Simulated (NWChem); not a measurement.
System: benzotriazole (C$_{6}$H$_{5}$N$_{3}$); SMILES c1ccc2[nH]nnc2c1

Here is an NWChem input.

```
start job
memory heap 200 mb stack 900 mb global 1100 mb
geometry units angstroms noautoz
  C     -0.730423     2.089080     0.000000
  C      0.683959     2.097903     0.000000
  C      1.427200     0.928509     0.000000
  C      0.697660    -0.267906     0.000000
  N      1.015838    -1.589899     0.000000
  N     -0.088492    -2.352772     0.000000
  N     -1.121752    -1.601069     0.000000
  C     -0.710985    -0.291037     0.000000
  C     -1.445479     0.904233     0.000000
  H     -1.263387     3.042490     0.000000
  H      1.205265     3.058193     0.000000
  H      2.518532     0.945738     0.000000
  H      1.923891    -2.035749     0.000000
  H     -2.536596     0.883241     0.000000
end
basis spherical
  * library def2-svp
end
dft
  xc xpbe96 cpbe96
  iterations 150
  mulliken
end
task dft energy
```

The geometry was optimised at PBE0/def2-SVP. Not confirmed as a minimum by frequencies.

Q: Predict the main results of this run. (PBE/def2-SVP.) Quantities: energy (Ha); highest occupied level (eV); orbital gap (eV); dipole (D).

A: The energy (Ha) is -395.12 and the highest occupied level (eV) is -5.88. The orbital gap (eV) is 3.83. The dipole (D) comes out as 3.87.
